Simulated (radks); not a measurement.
Hg60+, configuration [Ar] 3d2 (the NIST ground configuration).

All-electron calculation, scalar-relativistic Kohn-Sham, LB94 model potential, spin-polarised, spherical densities, finite nucleus; open shells are filled with parallel spins first (spin-orbit coupling, left out, can overturn this in heavy ions); Fermi nuclear charge, rms radius 5.4648 fm. Program: a radial shooting solver on a logarithmic mesh with Libxc functionals.

Energy parts (eV):
| part | energy |
|---|---|
| kinetic | 496600.20 |
| electron-nucleus | -974401.18 |
| Hartree | 50999.86 |
(The LB94 potential has no energy functional, so no total or exchange-correlation energy is given.)

Orbitals (lengths in bohr, moments of r in powers of bohr; r(90%) holds 90 % of the orbital's charge):
orbital  occ.  eigenvalue (eV)      <r^2>  r(90%)       <r^4>  <1/r>
1s up       1        -87870.91  0.0003798  0.0303   3.969e-07  97.64
1s down     1        -87871.29  0.0003798  0.0303   3.970e-07  97.63
2s up       1        -19173.61   0.005695   0.108  0.00005579  23.06
2s down     1        -19173.64   0.005689   0.108  0.00005567  23.07
2p up       3        -17162.88   0.004789   0.102  0.00004505  20.44
2p down     3        -17163.30   0.004784   0.102  0.00004494  20.45
3s up       1        -7380.474    0.03341   0.249    0.001642  9.056
3s down     1        -7365.064    0.03346   0.250    0.001647  9.045
3p up       3        -6793.317    0.03342   0.252    0.001700  8.306
3p down     3        -6778.044    0.03348   0.253    0.001706  8.297
3d up       2        -6276.920    0.02631   0.230    0.001153  7.838
3d down     0        -6262.343    0.02633   0.231    0.001156  7.840
4s up       0        -3865.123     0.1180   0.456     0.01915  4.724
4s down     0        -3859.595     0.1183   0.457     0.01922  4.719
4p up       0        -3630.507     0.1225   0.468     0.02092  4.424
4p down     0        -3625.218     0.1228   0.468     0.02101  4.420

The highest occupied level is 3d up at -6276.9 eV. The density falls to 0.001 e/bohr^3 at r = 0.55 bohr. The spin density at the nucleus is 11.41 e/bohr^3 (1s 10.65, 2s -96.21, 3s 96.97). The electron density at the nucleus is 2.494e+06 e/bohr^3 (large components only). For comparison, the ionisation energy in NIST's Atomic Spectra Database is 6356 eV (theoretical). In exact Kohn-Sham theory the highest level is minus the ionisation energy, but local and semilocal functionals leave it too shallow, through self-interaction and a potential that decays too fast; potentials with the right tail come closer. Summed over all electrons, <r^2> = 0.3610 bohr^2, which gives a Langevin (diamagnetic) susceptibility term of -0.286 x 10^-6 cm^3/mol.
